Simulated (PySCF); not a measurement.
Continuum solvent and chemical shifts

Geometry:
| atom | x (Å) | y (Å) | z (Å) |
| --- | --- | --- | --- |
| N1 | 2.838 | 0.168 | 0.425 |
| Si2 | 1.354 | 0.384 | -0.416 |
| N3 | 0.093 | -0.300 | 0.567 |
| C4 | -1.137 | -0.832 | 0.072 |
| C5 | -2.218 | 0.213 | -0.121 |
| F6 | -1.852 | 1.131 | -1.021 |
| F7 | -2.483 | 0.858 | 1.021 |
| F8 | -3.356 | -0.344 | -0.546 |
| H9 | 3.573 | 0.862 | 0.363 |
| H10 | 3.195 | -0.747 | 0.671 |
| H11 | 1.297 | 1.857 | -0.676 |
| H12 | 1.174 | -0.331 | -1.722 |
| H13 | 0.057 | -0.020 | 1.542 |
| H14 | -0.983 | -1.307 | -0.910 |
| H15 | -1.555 | -1.605 | 0.740 |

GIAO PBE0/pcSseg-1 in PySCF 2.14 on one PBE0-D3(BJ)/def2-SVP conformer, non-relativistic, equivalent nuclei averaged. Solvents enter as an IEF-PCM continuum (tetrahydrofuran with ε = 7.4, methanol with ε = 32.6) around the gas-phase geometry. Shifts are referred to TMS, CFCl3 computed in the same medium.

Gas phase, δ in ppm: Si2 -32.2, C5 130.6, C4 47.4, F6/F7/F8 -92.5, H11/H12 4.84, H14/H15 3.11, H13 0.63, H9/H10 0.52. Dipole moment 2.93 D.

(1) How does each δ change in the continuum?

(2) Which nuclei move most (in ppm), and what does the model miss?

Answers

(1) 
```csv
atoms,environment,"Δδ, tetrahydrofuran","Δδ, methanol"
Si2,"silicon bonded to 2 N, 2 H",-0.7,-0.9
C5,CF3 carbon,+1.5,+1.9
C4,sp3 CH2 bonded to N,+0.2,+0.3
F6/F7/F8,fluorine of a CF3 group,+0.7,+0.9
H11/H12,hydrogen on a silicon bonded to 2 N,-0.09,-0.11
H14/H15,hydrogen on an sp3 CH2 bonded to N,+0.19,+0.23
H13,"hydrogen on a nitrogen bonded to C, Si",+0.36,+0.42
H9/H10,hydrogen on a nitrogen bonded to Si,+0.36,+0.43
```

Changes are relative to the gas phase. The dipole moment becomes 3.33 D in tetrahydrofuran, 3.41 D in methanol.

(2) C5 (CF3 carbon, +1.9 ppm) in methanol. A continuum only polarises the solute; specific hydrogen bonds, the anisotropy of aromatic solvents and changes of geometry or conformer are outside it.
